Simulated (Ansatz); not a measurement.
Input for Ansatz (development build ahead of 0.2.0):

```yaml
crystal:
  periodic: [false, false, false]
  atoms:
    - { symbol: C, position_ang: [0.0, 0.0, 0.0] }
    - { symbol: C, position_ang: [1.16913, 0.675, 0.0] }
    - { symbol: C, position_ang: [2.42487, -0.05, 0.0] }
    - { symbol: C, position_ang: [3.59401, 0.625, 0.0] }
    - { symbol: C, position_ang: [4.84974, -0.1, 0.0] }
    - { symbol: C, position_ang: [5.43431, -0.4375, 1.16913] }
    - { symbol: C, position_ang: [6.69005, -1.1625, 1.16913] }
    - { symbol: C, position_ang: [7.27461, -1.5, 2.33827] }
    - { symbol: H, position_ang: [0.0, -1.09, 0.0] }
    - { symbol: H, position_ang: [-0.94397, 0.545, 0.0] }
    - { symbol: H, position_ang: [1.16913, 1.765, 0.0] }
    - { symbol: H, position_ang: [2.42487, -1.14, 0.0] }
    - { symbol: H, position_ang: [3.59401, 1.715, 0.0] }
    - { symbol: H, position_ang: [5.32173, -0.3725, -0.94397] }
    - { symbol: H, position_ang: [4.96233, -0.165, 2.1131] }
    - { symbol: H, position_ang: [7.16203, -1.435, 0.22517] }
    - { symbol: H, position_ang: [6.80263, -1.2275, 3.28224] }
    - { symbol: H, position_ang: [8.21858, -2.045, 2.33827] }
basis:
  gaussian: { orbitals: def2-TZVP }
magnetization:
  spin_polarized: true
hamiltonian:
  xc: pbe0
```

The input is written out in the form of the current development build from the run's settings.

Output:

```
Converged                       : yes
Total energy                    : -310.50328 hartree
Spin squared of the determinant : 0.000
Stability test                  : minimum
```
